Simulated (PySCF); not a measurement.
These 2 structures share the formula C8H12O. Method used: PySCF, PBE0-D3(BJ)/def2-SVP geometry optimisation, gas phase. One conformer each; no zero-point energy, no entropy. No frequencies were run at this level. Point groups hold within 0.08 Å.

Question: Rank from lowest to highest electronic energy at this level (kcal/mol).
A. 2-tert-butylfuran (`CC(C)(C)c1ccco1`)
B. `[CH2:1]=[CH:2][CH2:3][CH2:4][O:5][C:6]1=[CH:7][CH2:8][CH2:9]1` with C1–C2–C3–C4 119°, C2–C3–C4–O5 177°, C3–C4–O5–C6 177°, C4–O5–C6–C7 173°

Answer: A (0.0), B (51.5).

As drawn, the lower has an aromatic ring and a quaternary carbon, which the higher lacks; the higher has a four-membered ring and a C=C bond outside aromatic rings, which the lower lacks.

```
         SMILES      E (Eh)  E rel (kcal/mol)  dipole (D)  point group       A, B, C (MHz)
CC(C)(C)c1ccco1  -386.57055               0.0        0.39           Cs    3077, 1248, 1102
  C=CCCOC1=CCC1  -386.48849              51.5        1.62           C1  6370, 598.5, 566.6
```
